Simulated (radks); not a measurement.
Results of a calculation; reference values are marked as such.
Spin polarisation of the 4p5 shell in Sr3+. Start: [Ar] 3d10 4s2 4p(up 2.5, down 2.5); electrons of 4p are moved from spin down to spin up, other shells keep equal spins. Level of theory: scalar-relativistic Kohn-Sham, BLYP, spin-polarised, spherical densities, finite nucleus; Fermi nuclear charge, rms radius of each element as measured or else 0.836 A^(1/3) + 0.57 fm (a radial shooting solver on a logarithmic mesh with Libxc functionals).

moment (Bohr magnetons)  E - E(0) (eV)  e(4p up) (eV)  e(4p down) (eV)  4s down minus up (eV)
0                                0.000        -49.988          -49.988                  0.000
0.25                            -0.016        -50.116          -49.856                  0.266
0.5                             -0.065        -50.240          -49.720                  0.532
0.75                            -0.146        -50.359          -49.581                  0.797
1                               -0.260        -50.474          -49.438                  1.060

At moment 1 the spin-polarisation energy is -0.260 eV and the 4p exchange splitting 1.036 eV, that is 1.036 eV per Bohr magneton; E = -I m^2/4 would give I = 1.038 eV.
